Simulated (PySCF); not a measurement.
PySCF input file for C4H7FO, SMILES C1O[C@](C1)(C)F, TDA-M06-2X/def2-SVPD. Geometry: r2SCAN-D4/def2-SVP. The structure was generated by enumeration; whether it is a known compound was not checked.

```python
import numpy as np
from pyscf import gto, scf, dft, tdscf

mol = gto.M(
    atom='''
    C     1.71097759   -0.50273486    0.17115206
    C     0.34810357    0.12264440    0.07001101
    F     0.45057264    1.43541146    0.50826342
    C    -0.49413705    0.04120575   -1.21209263
    C    -1.56044563   -0.55919216   -0.28582907
    O    -0.63483698   -0.55466568    0.82396310
    H     2.02721173   -0.48925370    1.22491392
    H     2.43839816    0.06641805   -0.42604662
    H     1.68242067   -1.54434656   -0.17770311
    H    -0.71456818    1.02086447   -1.65705603
    H    -0.09900769   -0.64433335   -1.97501376
    H    -1.89827304   -1.58139592   -0.52450610
    H    -2.43963045    0.07913050   -0.09011204
    ''',
    basis='def2-SVPD',
    charge=0,
    spin=0,
    max_memory=1600,
    verbose=4,
)
mf = dft.RKS(mol, xc='m06-2x').density_fit(auxbasis='def2-universal-jkfit')
mf.grids.level = 4
mf.conv_tol = 1e-9
mf.max_cycle = 100
mf.kernel()
mf.grids = dft.Grids(mol).set(level=2).build(with_non0tab=True)  # coarser grid for the response kernel
td = tdscf.TDA(mf)
td.singlet = True
td.nstates = 10
td.conv_tol = 1e-4
td.positive_eig_threshold = 1e-6
td.kernel(x0=td.get_init_guess(mf, 15))
td.analyze()
tt = tdscf.TDA(mf)
tt.singlet = False
tt.nstates = 4
tt.conv_tol = 1e-4
tt.positive_eig_threshold = 1e-6
tt.kernel(x0=tt.get_init_guess(mf, 9))
tt.analyze(verbose=3)
```

It prints:

```
PySCF version 2.14.0

[INPUT] verbose = 4
[INPUT] num. atoms = 13
[INPUT] num. electrons = 48
[INPUT] charge = 0
[INPUT] spin (= nelec alpha-beta = 2S) = 0
[INPUT] symmetry False subgroup None
[INPUT] Mole.unit = angstrom
[INPUT] Symbol           X                Y                Z      unit          X                Y                Z       unit  Magmom
[INPUT]  1 C      1.710977590000  -0.502734860000   0.171152060000 AA    3.233279050368  -0.950031198672   0.323430519055 Bohr   0.0
[INPUT]  2 C      0.348103570000   0.122644400000   0.070011010000 AA    0.657820410283   0.231764326712   0.132301634604 Bohr   0.0
[INPUT]  3 F      0.450572640000   1.435411460000   0.508263420000 AA    0.851458888822   2.712534535462   0.960478662935 Bohr   0.0
[INPUT]  4 C     -0.494137050000   0.041205750000  -1.212092630000 AA   -0.933783692501   0.077867582257  -2.290523108304 Bohr   0.0
[INPUT]  5 C     -1.560445630000  -0.559192160000  -0.285829070000 AA   -2.948814872974  -1.056720033404  -0.540138660739 Bohr   0.0
[INPUT]  6 O     -0.634836980000  -0.554665680000   0.823963100000 AA   -1.199668025946  -1.048166225896   1.557064595748 Bohr   0.0
[INPUT]  7 H      2.027211730000  -0.489253700000   1.224913920000 AA    3.830874966206  -0.924555498430   2.314751834967 Bohr   0.0
[INPUT]  8 H      2.438398160000   0.066418050000  -0.426046620000 AA    4.607904705043   0.125511924228  -0.805111428097 Bohr   0.0
[INPUT]  9 H      1.682420670000  -1.544346560000  -0.177703110000 AA    3.179314292607  -2.918392039814  -0.335810209383 Bohr   0.0
[INPUT] 10 H     -0.714568180000   1.020864470000  -1.657056030000 AA   -1.350338157529   1.929154258599  -3.131382069759 Bohr   0.0
[INPUT] 11 H     -0.099007690000  -0.644333350000  -1.975013760000 AA   -0.187097418326  -1.217613564424  -3.732235098647 Bohr   0.0
[INPUT] 12 H     -1.898273040000  -1.581395920000  -0.524506100000 AA   -3.587216155246  -2.988405183305  -0.991172879664 Bohr   0.0
[INPUT] 13 H     -2.439630450000   0.079130500000  -0.090112040000 AA   -4.610233395649   0.149534973100  -0.170287076126 Bohr   0.0

nuclear repulsion = 259.634563811897
number of shells = 78
number of NR pGTOs = 256
number of NR cGTOs = 182
basis = def2-SVPD
ecp = {}


[settings echo left out]
init E= -332.154919132793
  HOMO = -0.33455136343554  LUMO = 0.0151323617103847  gap/eV = 9.51538
cycle= 1 E= -331.206796972414  delta_E= 0.948  |g|= 0.716  |ddm|= 4.69
  HOMO = -0.284569365551858  LUMO = 0.0286369740366279  gap/eV = 8.52278
cycle= 2 E= -331.17778555949  delta_E= 0.029  |g|= 0.872  |ddm|= 1.84
  HOMO = -0.360688036916702  LUMO = 0.0344782003484969  gap/eV = 10.75302
cycle= 3 E= -331.31001221436  delta_E= -0.132  |g|= 0.0604  |ddm|= 1.02
  HOMO = -0.353290849031469  LUMO = 0.0346133242321196  gap/eV = 10.55541
cycle= 4 E= -331.310582655082  delta_E= -0.00057  |g|= 0.0343  |ddm|= 0.122
  HOMO = -0.357546346541657  LUMO = 0.0350080546747531  gap/eV = 10.68195
cycle= 5 E= -331.310816779775  delta_E= -0.000234  |g|= 0.00858  |ddm|= 0.0539
  HOMO = -0.356610196120306  LUMO = 0.0350352267272767  gap/eV = 10.65721
cycle= 6 E= -331.310829191871  delta_E= -1.24e-05  |g|= 0.00282  |ddm|= 0.0126
  HOMO = -0.356724028452522  LUMO = 0.0349850607971174  gap/eV = 10.65895
cycle= 7 E= -331.310830888806  delta_E= -1.7e-06  |g|= 0.000323  |ddm|= 0.00412
  HOMO = -0.356778943246041  LUMO = 0.0349871960268349  gap/eV = 10.66050
cycle= 8 E= -331.310830934665  delta_E= -4.59e-08  |g|= 0.000132  |ddm|= 0.00101
  HOMO = -0.356756601134008  LUMO = 0.0349885386742228  gap/eV = 10.65993
cycle= 9 E= -331.310830939679  delta_E= -5.01e-09  |g|= 3.66e-05  |ddm|= 0.000268
  HOMO = -0.356762508779735  LUMO = 0.0349883472152808  gap/eV = 10.66008
cycle= 10 E= -331.310830940114  delta_E= -4.35e-10  |g|= 5.34e-06  |ddm|= 8.93e-05
  HOMO = -0.356762587552585  LUMO = 0.0349884419718407  gap/eV = 10.66009
Extra cycle  E= -331.310830940122  delta_E= -8.19e-12  |g|= 3.33e-06  |ddm|= 1.98e-05
converged SCF energy = -331.310830940122
tot grids = 105248
Overwritten attributes  positive_eig_threshold  of <class 'pyscf.tdscf.rks.TDA'>


******** <class 'pyscf.tdscf.rks.TDA'> for <class 'pyscf.df.df_jk.DFRKS'> ********
nstates = 10 singlet
deg_eia_thresh = 1.000e-03
wfnsym = None
conv_tol = 0.0001
eigh lindep = 1e-12
eigh level_shift = 0
eigh max_cycle = 100


Excitation energies (eV)
[8.09355861 8.37632688 8.74202947 9.02915711 9.32788546 9.3955412
 9.4259366  9.56266625 9.60400217 9.64288263]

** Singlet excitation energies and oscillator strengths **
Excited State   1:      8.09356 eV    153.19 nm  f=0.0006
      24 -> 25       -0.56769
      24 -> 27       -0.31411
      24 -> 29       -0.18668
Excited State   2:      8.37633 eV    148.02 nm  f=0.0115
      24 -> 25        0.29624
      24 -> 26        0.35123
      24 -> 27       -0.38399
      24 -> 28       -0.12887
      24 -> 29       -0.20373
      24 -> 30       -0.14142
      24 -> 31        0.10054
      24 -> 39        0.11639
Excited State   3:      8.74203 eV    141.83 nm  f=0.0175
      23 -> 25        0.13582
      24 -> 25       -0.24532
      24 -> 26        0.54126
      24 -> 27        0.24885
      24 -> 30        0.12774
      24 -> 34        0.12536
Excited State   4:      9.02916 eV    137.32 nm  f=0.0426
      23 -> 25       -0.65658
      23 -> 29       -0.14684
      24 -> 26        0.10866
Excited State   5:      9.32789 eV    132.92 nm  f=0.0096
      22 -> 25       -0.59005
      22 -> 27       -0.12580
      22 -> 29       -0.15263
      23 -> 27        0.20176
      24 -> 28        0.13567
Excited State   6:      9.39554 eV    131.96 nm  f=0.0043
      22 -> 25       -0.19460
      23 -> 26        0.25885
      23 -> 27       -0.21920
      23 -> 29       -0.12888
      24 -> 28       -0.45417
      24 -> 29        0.22070
Excited State   7:      9.42594 eV    131.54 nm  f=0.0136
      23 -> 25       -0.12266
      23 -> 26       -0.38854
      23 -> 27        0.28179
      23 -> 29        0.15868
      24 -> 28       -0.33261
      24 -> 29        0.24531
Excited State   8:      9.56267 eV    129.65 nm  f=0.0421
      23 -> 26       -0.27005
      23 -> 27       -0.32228
      23 -> 29       -0.10074
      24 -> 27       -0.23136
      24 -> 28        0.16885
      24 -> 29        0.29989
      24 -> 31       -0.22790
Excited State   9:      9.60400 eV    129.10 nm  f=0.0031
      22 -> 26       -0.15963
      22 -> 27        0.29999
      22 -> 29        0.17610
      22 -> 31       -0.10022
      23 -> 26        0.25514
      23 -> 27        0.22320
      23 -> 31       -0.10623
      23 -> 34        0.10049
      24 -> 27       -0.22261
      24 -> 29        0.26356
      24 -> 31       -0.11823
Excited State  10:      9.64288 eV    128.58 nm  f=0.0043
      22 -> 25        0.19639
      22 -> 26        0.24309
      22 -> 27       -0.38617
      22 -> 29       -0.17889
      23 -> 26        0.24856
      23 -> 27        0.10873
      24 -> 27       -0.10727
      24 -> 29        0.20481
      24 -> 31       -0.10961

** Transition electric dipole moments (AU) **
state          X           Y           Z        Dip. S.      Osc.
  1         0.0182      0.0495      0.0099      0.0029      0.0006
  2         0.0830     -0.2069     -0.0801      0.0561      0.0115
  3         0.2372     -0.1598      0.0007      0.0818      0.0175
  4         0.0309      0.0993     -0.4262      0.1924      0.0426
  5         0.0911      0.0618      0.1726      0.0419      0.0096
  6        -0.1214     -0.0592      0.0154      0.0185      0.0043
  7        -0.2122     -0.0126     -0.1164      0.0587      0.0136
  8         0.4101      0.0399      0.0988      0.1795      0.0421
  9        -0.0535     -0.0860     -0.0548      0.0133      0.0031
 10         0.0136     -0.1314      0.0285      0.0183      0.0043

** Transition velocity dipole moments (imaginary part, AU) **
state          X           Y           Z        Dip. S.      Osc.
  1         0.0177      0.0020      0.0053      0.0003      0.0008
  2         0.0412     -0.0930     -0.0283      0.0112      0.0241
  3         0.0871     -0.0416     -0.0010      0.0093      0.0193
  4        -0.0051      0.0335     -0.1409      0.0210      0.0422
  5         0.0174      0.0265      0.0438      0.0029      0.0057
  6        -0.0457     -0.0354      0.0023      0.0033      0.0065
  7        -0.0586     -0.0120     -0.0172      0.0039      0.0075
  8         0.1294      0.0150      0.0426      0.0188      0.0357
  9        -0.0012     -0.0019     -0.0207      0.0004      0.0008
 10        -0.0216     -0.0441     -0.0036      0.0024      0.0046

** Transition magnetic dipole moments (imaginary part, AU) **
state          X           Y           Z
  1        -0.3947     -0.3787      0.3444
  2        -0.4584     -0.2853     -0.4005
  3         0.1461      0.4963     -0.1618
  4         0.1125      0.0042     -0.0183
  5         0.0155     -0.0982     -0.0064
  6        -0.2696      0.7206      0.4006
  7         0.1955     -0.9645     -0.1648
  8        -0.2848      0.4642     -0.0866
  9         0.2779     -0.4853     -0.4632
 10        -0.2607      0.3812     -0.2583


******** <class 'pyscf.tdscf.rks.TDA'> for <class 'pyscf.df.df_jk.DFRKS'> ********
nstates = 4 triplet
deg_eia_thresh = 1.000e-03
wfnsym = None
conv_tol = 0.0001
eigh lindep = 1e-12
eigh level_shift = 0
eigh max_cycle = 100


Excitation energies (eV)
[7.8265371  8.17157542 8.64599693 8.87102465]

** Triplet excitation energies and oscillator strengths **
Excited State   1:      7.82654 eV    158.42 nm  f=0.0000
Excited State   2:      8.17158 eV    151.73 nm  f=0.0000
Excited State   3:      8.64600 eV    143.40 nm  f=0.0000
Excited State   4:      8.87102 eV    139.76 nm  f=0.0000
```

The run converged.

Cost: around 13 core-minutes (rough).
